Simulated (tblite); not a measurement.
Species: FH7SSi3.
SMILES with atom numbers: `[F:1][Si@@H:2]([SiH3:3])[S:4][SiH3:5]` (hydrogens: H6 on Si2; H7, H8, H9 on Si3; H10, H11, H12 on Si5)

Computed geometry: GFN2-xTB, gas phase.

**Question.** List the bond lengths, angles and torsions at this level.

**Answer.** 
```csv
bond,length (Å),order
F1–Si2,1.622,single
Si2–Si3,2.303,single
Si2–S4,2.158,single
S4–Si5,2.145,single
Si2–H6,1.458,single
"Si3–H7, Si3–H8, Si3–H9",1.465,single
"Si5–H10, Si5–H11, Si5–H12",1.455,single
```

Bonds in one row agree within 0.01 Å and their mean is given. Orders are formal, as drawn. A selection of angles:
```csv
angle,degrees
F1–Si2–Si3,109.6
F1–Si2–S4,106.4
F1–Si2–H6,99.8
Si3–Si2–S4,110.0
Si3–Si2–H6,123.0
S4–Si2–H6,106.7
Si2–Si3–H7,112.7
Si2–Si3–H8,111.9
Si2–Si3–H9,108.4
H7–Si3–H8,108.2
Si2–S4–Si5,104.3
S4–Si5–H10,102.1
S4–Si5–H11,107.8
H10–Si5–H11,112.9
H11–Si5–H12,111.6
```

Dihedral angles: F1–Si2–S4–Si5 44° (synclinal).

Si3 (SiH3 silicon) is tetrahedral (angles from 107.3° to 112.7°). Si2 (fluorine-bound silicon) is distorted tetrahedral (angles from 99.8° to 123.0°). Si5 (SiH3 silicon) is distorted tetrahedral (angles from 102.1° to 113.2°).

Point group: C1 (no symmetry element, even within 0.4 Å). Its GFN2-xTB frequencies are all real (lowest 15 cm⁻¹). The numbers are those of one conformer.
